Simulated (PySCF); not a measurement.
A structure optimised at PBE0-D3(BJ)/def2-SVP, used in a PySCF frequency run:

```
Si
O 1 1.6461
H 2 0.9631 1 114.60
O 1 1.6494 2 107.57 3 24.61
H 4 0.9620 1 115.53 2 -148.16
O 1 1.6552 2 115.84 3 -92.03
H 6 0.9622 1 115.53 2 -72.98
Se 1 2.2675 2 102.20 3 148.35
H 8 1.4717 1 92.42 2 170.26
```
Charge 0, spin multiplicity 1.

### Question
Write its SMILES and formula.

### Answer
O[Si](O)(O)[SeH], H4O3SeSi

### Question
What are its rotational constants (standard atomic weights)?

### Answer
3.9083, 1.4764, 1.4232 GHz
